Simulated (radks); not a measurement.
Q: All-electron atom: Re2+ in [Xe] 4f14 5d5 (the NIST ground configuration). All-electron calculation, Dirac Kohn-Sham, B86b exchange with PBE correlation, spin-unpolarised, spherical densities, finite nucleus; open shells fill j = l - 1/2 first; Fermi nuclear charge, rms radius 5.3698 fm. Program: a radial shooting solver on a logarithmic mesh with Libxc functionals. Some entries of the table are withheld. Estimate them.

orbital  occ.  eigenvalue (eV)  <r^2> (bohr^2)  r(max) (bohr)
1s1/2       2        -71554.41       0.0004481        0.01124
2s1/2       2        -12411.25        0.006819        0.06472
2p1/2       2        -11878.96        0.004859        0.04802
2p3/2       4        -10439.10        0.006057        0.05496
3s1/2       2        -2885.685         0.04447         0.1822
3p1/2       2        -2647.483         0.04075         0.1705
3p3/2       4        -2334.798         0.04730         0.1847
3d3/2       4        -1933.841             (1)         0.1445
3d5/2       6        -1865.971             (2)         0.1485
4s1/2       2        -614.9711          0.2192            (3)
4p1/2       2        -515.4712          0.2256         0.4125
4p3/2       4        -442.5390          0.2604         0.4423
4d3/2       4        -278.9847          0.2821         0.4382
4d5/2       6        -265.5082          0.2951         0.4475
5s1/2       2        -101.2041           1.210         0.9390
5p1/2       2         -71.1783             (4)          1.004
5p3/2       4         -60.2416             (5)          1.087
4f5/2       6         -59.7300          0.4131         0.4145
4f7/2       8         -57.2188          0.4264         0.4193
5d3/2       4         -21.7693           3.626            (6)
5d5/2       1         -20.7975           3.868            (7)
6s1/2       0         -19.9600           8.253          2.405
6p1/2       0         -14.1570           11.82          2.849
6p3/2       0         -12.9829           13.64          3.088

A: 
(1) 3d3/2 <r^2> (bohr^2): 0.03659
(2) 3d5/2 <r^2> (bohr^2): 0.03838
(3) 4s1/2 r(max) (bohr): 0.4131
(4) 5p1/2 <r^2> (bohr^2): 1.467
(5) 5p3/2 <r^2> (bohr^2): 1.740
(6) 5d3/2 r(max) (bohr): 1.387
(7) 5d5/2 r(max) (bohr): 1.429
